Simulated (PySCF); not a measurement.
# MB for M along the alkali metals

PBE0 with double-zeta basis sets in PySCF, for the lowest determinant that a PBE0 search found; no spin–orbit coupling. De refers to high-spin ground-configuration atoms. A positive dipole means M(−)B(+).

```csv
M,basis,state (unpaired electrons),Re (Å),ωe (cm⁻¹),De (eV),μ (D)
Li,def2-SVPD,"triplet (σ ↑, π ↑)",2.130,564,1.45,-5.78
Na,def2-SVP,"triplet (σ ↑, π ↑)",2.490,328,0.97,-5.98
K,x2c-SVPall,"triplet (σ ↑, π ↑)",2.870,270,0.94,-7.57
Rb,def2-SVPD,"triplet (σ ↑, π ↑)",3.034,242,0.94,-8.04
```

The shortest bond is that of LiB (2.130 Å), the longest that of RbB (3.034 Å).

The rows differ in basis set, which adds steps of its own.

Down a group the atoms grow and get heavier, so bonds lengthen and wavenumbers fall; this series shows no clear exception.

Spin–orbit coupling is left out. States were picked by a PBE0 search and need not be the measured ground states.
